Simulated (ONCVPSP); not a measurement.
# Cutoff test, silver, ONCV

silver (Ag), optimised norm-conserving Vanderbilt (ONCV), made with ONCVPSP 4.0.1 (PBE, non-relativistic). Core [Ar] 3d10, reference 4s2 4p6 4d10 5s1. Waves: 4s+5s: rc 1.40 bohr, ncon 4, nbas 8, qcut 8 1/bohr, 2 projectors; 4p: rc 1.50 bohr, ncon 4, nbas 9, qcut 8.2 1/bohr, 2 projectors, debl 2.3 Ha; 4d: rc 1.90 bohr, ncon 3, nbas 8, qcut 7.6 1/bohr, 2 projectors, debl 3.1 Ha. Local part: polynomial inside 1.20 bohr (lpopt 5, dvloc0 2 Ha). Core correction: Teter function, fcfact 2.5, rcfact 1.45.

Question: For each optimised wave give the share of its norm inside rc, the residual kinetic energy above qcut (Ha) and the cutoffs (Ha) for errors of 10, 1, 0.1 and 0.01 mHa per electron.

Answer:

```
         wave  norm inside rc  residual KE  10 mHa  1 mHa  0.1 mHa  0.01 mHa
           4s           0.913      4.6e-05    20.6   25.8     30.4      79.7
           5s           0.032      1.6e-05    14.3   22.6     28.3      35.1
           4p           0.902      3.2e-06    14.4   17.9     20.7      28.9
p projector 2           0.052      3.7e-06    11.3   15.3     18.9      30.1
           4d           0.816      3.5e-06    18.3   22.0     25.1      27.6
d projector 2           0.194      3.3e-05    20.0   24.1     27.3      47.3
```

The occupied waves need 26 Ha and 30 Ha for 1 and 0.1 mHa.
